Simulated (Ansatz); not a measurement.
Born–Oppenheimer molecular dynamics of BH5OSSi (9 atoms, charge 0, multiplicity 1). It starts from a relaxed structure.

Computed with Ansatz, RKS B3LYP-D4/6-31G.

```yaml
ensemble: NVT, Langevin thermostat
time_step: 0.25 fs
steps_asked: 600
set_temperature: 300 K
friction: 0.001 /fs
seed: 252404
```

Frames 1.25 fs apart, positions in Å, forces in eV/Å.

Velocities at 22.5 fs (Å/ps):

```
O 4.63 1.37 -0.34
B 3.37 -3.53 -1.95
Si -0.49 0.21 1.03
S -1.28 1.00 0.64
H -19.20 -2.66 -9.95
H 5.82 -16.39 -3.19
H 8.83 -12.08 4.03
H -2.19 5.00 -20.68
H -34.82 7.70 8.14
```

```xyz
9
Properties=species:S:1:pos:R:3:forces:R:3 time_fs=22.5 energy_less_start_eV=0.129 T=163
O -0.289 1.063 -1.552 0.29 0.01 -0.02
B -0.468 0.323 -0.412 -0.18 0.17 0.13
Si 1.119 -0.604 0.375 0.78 -0.07 0.09
S -2.124 0.436 0.392 -0.57 0.07 0.35
H -0.926 1.750 -1.826 -0.11 -0.18 -0.09
H 2.155 0.501 0.427 0.00 -0.13 0.18
H 1.732 -1.650 -0.510 -0.10 -0.08 -0.10
H 1.012 -1.233 1.759 -0.20 0.24 -0.30
H -1.932 -0.172 1.616 0.10 -0.03 -0.23
9
Properties=species:S:1:pos:R:3:forces:R:3 time_fs=23.75 energy_less_start_eV=0.136 T=160
O -0.283 1.065 -1.553 -0.29 0.45 -0.19
B -0.464 0.318 -0.415 -0.26 0.25 0.16
Si 1.119 -0.604 0.376 0.87 -0.20 -0.42
S -2.126 0.437 0.392 -0.56 0.13 0.19
H -0.950 1.744 -1.839 0.42 -0.69 0.16
H 2.162 0.481 0.424 0.08 0.00 0.18
H 1.742 -1.665 -0.505 -0.21 0.07 -0.01
H 1.007 -1.224 1.732 -0.25 0.06 0.14
H -1.975 -0.163 1.624 0.19 -0.06 -0.22
9
Properties=species:S:1:pos:R:3:forces:R:3 time_fs=25 energy_less_start_eV=0.161 T=139
O -0.278 1.068 -1.553 -0.57 0.51 -0.20
B -0.461 0.314 -0.417 -0.28 0.32 0.16
Si 1.119 -0.604 0.378 0.92 -0.26 -0.95
S -2.128 0.438 0.393 -0.56 0.20 0.01
H -0.969 1.728 -1.849 0.64 -0.82 0.25
H 2.170 0.460 0.424 0.17 0.13 0.19
H 1.748 -1.680 -0.500 -0.29 0.18 0.06
H 0.999 -1.214 1.706 -0.29 -0.14 0.62
H -2.015 -0.155 1.628 0.27 -0.12 -0.15
9
Properties=species:S:1:pos:R:3:forces:R:3 time_fs=26.25 energy_less_start_eV=0.177 T=132
O -0.273 1.071 -1.554 -0.46 0.13 0.03
B -0.459 0.311 -0.418 -0.25 0.38 0.16
Si 1.119 -0.604 0.379 0.94 -0.29 -1.28
S -2.130 0.439 0.394 -0.56 0.29 -0.20
H -0.979 1.699 -1.853 0.42 -0.49 0.11
H 2.181 0.441 0.426 0.21 0.22 0.19
H 1.749 -1.692 -0.495 -0.34 0.24 0.10
H 0.985 -1.205 1.690 -0.32 -0.29 0.95
H -2.053 -0.147 1.629 0.35 -0.19 -0.07
9
Properties=species:S:1:pos:R:3:forces:R:3 time_fs=27.5 energy_less_start_eV=0.181 T=131
O -0.268 1.075 -1.555 -0.04 -0.48 0.39
B -0.457 0.309 -0.419 -0.20 0.43 0.18
Si 1.120 -0.604 0.379 0.93 -0.35 -1.24
S -2.132 0.440 0.395 -0.55 0.37 -0.40
H -0.985 1.661 -1.855 -0.11 0.08 -0.18
H 2.195 0.425 0.432 0.21 0.24 0.18
H 1.745 -1.701 -0.488 -0.35 0.25 0.11
H 0.966 -1.200 1.691 -0.31 -0.29 0.94
H -2.087 -0.141 1.629 0.41 -0.25 0.02
9
Properties=species:S:1:pos:R:3:forces:R:3 time_fs=28.75 energy_less_start_eV=0.179 T=132
O -0.264 1.078 -1.555 0.30 -0.93 0.68
B -0.455 0.307 -0.421 -0.15 0.47 0.21
Si 1.121 -0.604 0.379 0.89 -0.41 -0.86
S -2.134 0.441 0.396 -0.52 0.42 -0.56
H -0.993 1.624 -1.861 -0.56 0.51 -0.43
H 2.211 0.415 0.441 0.14 0.20 0.17
H 1.737 -1.707 -0.480 -0.31 0.20 0.07
H 0.942 -1.200 1.706 -0.25 -0.15 0.63
H -2.115 -0.137 1.628 0.46 -0.30 0.09
9
Properties=species:S:1:pos:R:3:forces:R:3 time_fs=30 energy_less_start_eV=0.168 T=143
O -0.259 1.080 -1.556 0.16 -0.95 0.70
B -0.453 0.306 -0.421 -0.12 0.50 0.25
Si 1.123 -0.605 0.378 0.82 -0.40 -0.27
S -2.137 0.442 0.396 -0.48 0.43 -0.62
H -1.009 1.593 -1.873 -0.50 0.52 -0.44
H 2.229 0.409 0.452 0.02 0.10 0.15
H 1.725 -1.708 -0.469 -0.24 0.08 -0.01
H 0.916 -1.202 1.731 -0.16 0.04 0.17
H -2.137 -0.139 1.628 0.49 -0.31 0.07
9
Properties=species:S:1:pos:R:3:forces:R:3 time_fs=31.25 energy_less_start_eV=0.164 T=152
O -0.254 1.081 -1.555 -0.50 -0.60 0.42
B -0.453 0.306 -0.421 -0.11 0.54 0.29
Si 1.126 -0.605 0.376 0.71 -0.32 0.34
S -2.140 0.444 0.397 -0.43 0.38 -0.57
H -1.033 1.569 -1.892 0.12 0.15 -0.17
H 2.247 0.406 0.466 -0.11 -0.02 0.13
H 1.708 -1.709 -0.459 -0.13 -0.08 -0.12
H 0.889 -1.203 1.758 -0.05 0.22 -0.28
H -2.152 -0.145 1.630 0.50 -0.27 -0.03
9
Properties=species:S:1:pos:R:3:forces:R:3 time_fs=32.5 energy_less_start_eV=0.185 T=138
O -0.250 1.081 -1.554 -1.18 -0.25 0.08
B -0.452 0.306 -0.421 -0.10 0.56 0.32
Si 1.129 -0.606 0.376 0.58 -0.20 0.82
S -2.143 0.446 0.397 -0.38 0.28 -0.44
H -1.056 1.549 -1.913 0.78 -0.19 0.14
H 2.264 0.402 0.482 -0.23 -0.13 0.09
H 1.689 -1.712 -0.451 -0.04 -0.22 -0.21
H 0.861 -1.203 1.781 0.06 0.34 -0.62
H -2.160 -0.157 1.631 0.50 -0.19 -0.19
9
Properties=species:S:1:pos:R:3:forces:R:3 time_fs=33.75 energy_less_start_eV=0.203 T=126
O -0.247 1.082 -1.553 -1.45 -0.16 -0.10
B -0.451 0.307 -0.420 -0.10 0.58 0.35
Si 1.133 -0.607 0.376 0.44 -0.09 1.12
S -2.146 0.449 0.397 -0.31 0.18 -0.30
H -1.067 1.524 -1.932 1.04 -0.27 0.29
H 2.278 0.396 0.500 -0.30 -0.21 0.05
H 1.667 -1.720 -0.446 0.04 -0.31 -0.27
H 0.834 -1.198 1.795 0.14 0.39 -0.80
H -2.161 -0.173 1.631 0.49 -0.10 -0.34
9
Properties=species:S:1:pos:R:3:forces:R:3 time_fs=35 energy_less_start_eV=0.189 T=143
O -0.245 1.082 -1.551 -1.22 -0.32 -0.06
B -0.451 0.309 -0.418 -0.07 0.58 0.37
Si 1.137 -0.608 0.376 0.29 -0.02 1.21
S -2.149 0.451 0.397 -0.22 0.09 -0.21
H -1.063 1.496 -1.947 0.80 -0.08 0.19
H 2.289 0.387 0.517 -0.31 -0.24 0.01
H 1.644 -1.732 -0.442 0.09 -0.33 -0.28
H 0.810 -1.186 1.798 0.19 0.36 -0.82
H -2.152 -0.190 1.626 0.46 -0.04 -0.42
9
Properties=species:S:1:pos:R:3:forces:R:3 time_fs=36.25 energy_less_start_eV=0.155 T=170
O -0.244 1.082 -1.550 -0.57 -0.67 0.21
B -0.450 0.312 -0.417 -0.03 0.57 0.39
Si 1.141 -0.609 0.377 0.14 -0.01 1.09
S -2.153 0.454 0.397 -0.13 0.03 -0.18
H -1.046 1.467 -1.959 0.14 0.30 -0.15
H 2.295 0.374 0.536 -0.26 -0.21 -0.03
H 1.624 -1.748 -0.442 0.09 -0.26 -0.23
H 0.788 -1.168 1.788 0.21 0.27 -0.69
H -2.137 -0.207 1.615 0.41 -0.02 -0.42
```

Of the whole run (150 fs, mean temperature of the second half 147 K): The mean temperature of the second half is 51 % below the set value. A run of 0.15 ps of so small a system gives no equilibrium averages. Limits of this set-up: no polarisation functions.

Time of the run: 15 min on 1 thread of Arm Neoverse V2 (shared host), peak memory 0.1 GiB.
